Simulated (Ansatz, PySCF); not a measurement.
System: dialuminium oxide, Al2O (charge 0, singlet). SMILES: [Al][O][Al]
Coordinates optimised at B3LYP-D3(BJ)/def2-TZVP (Ansatz, an electronic-structure program):
```xyz
3

Al     0.0000     0.0000    -1.7104
O      0.0000     0.0000     0.0000
Al     0.0000     0.0000     1.7104
```

Wanted: vertical ionisation energy (to the doublet state of charge +1; each state is the SCF solution reached for its spin; for the doublet the Hartree-Fock reference is unstable and T1 is 0.024), in eV. Cores are frozen in the correlated levels unless marked. UHF or UKS for open shells. No spin-orbit coupling. No relativistic terms.  The program attaches cautions to a run behind CCSD/aug-cc-pV(D+d)Z: other roots. The program attaches cautions to a run behind CCSD(T)/aug-cc-pV(D+d)Z: other roots. The program attaches cautions to a run behind CCSD(T)/aug-cc-pV(T+d)Z: other roots.

```tsv
level	program	vertical ionisation energy (eV)
SVWN5/def2-TZVPD	Ansatz	7.90
PBE/def2-TZVPD	Ansatz	7.76
r2SCAN/def2-TZVPD	Ansatz	7.80
B3LYP/def2-TZVPD	Ansatz	7.96
PBE0/def2-TZVPD	Ansatz	7.94
CAM-B3LYP/def2-TZVPD	Ansatz	8.19
CCSD/aug-cc-pV(D+d)Z	Ansatz	8.30
CCSD(T)/aug-cc-pV(D+d)Z	Ansatz	8.26
CCSD(T)/aug-cc-pV(T+d)Z	Ansatz	8.31
```

For comparison, minus the highest occupied orbital energy (PySCF): 5.10 eV at BLYP/def2-TZVPD, 6.17 eV at PW6B95/def2-TZVPD, 5.31 eV at M06-L/def2-TZVPD.
